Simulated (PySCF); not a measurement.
Computed Raman spectrum (relative Raman activity) of a molecule Cl₂H₅NSi₂. Geometry optimised at PBE0-D3(BJ)/def2-SVP. One conformer was computed; it need not be the lowest. Method: PBE0-D3(BJ)/def2-SVP (PySCF). Frequencies are harmonic and unscaled.

Lines under 2 % of the strongest are left out, and lines within 2 cm⁻¹ are merged.

```
ν (cm⁻¹)  relative intensity
--------  ------------------
527                      5.1
608                      3.0
711                      3.9
766                      4.6
847                      2.5
884                      2.4
920                      6.8
933                      3.0
941                      3.3
2270                      11
2273                     100
2281                      18
2288                      27
3615                      24
```

Which structure fits?
A. N[Si@@H](Cl)[SiH2]Cl
B. Cl[SiH2]N[SiH2]Cl
C. N[SiH2][SiH](Cl)Cl
D. N[Si]([SiH3])(Cl)Cl

B, Cl[SiH2]N[SiH2]Cl
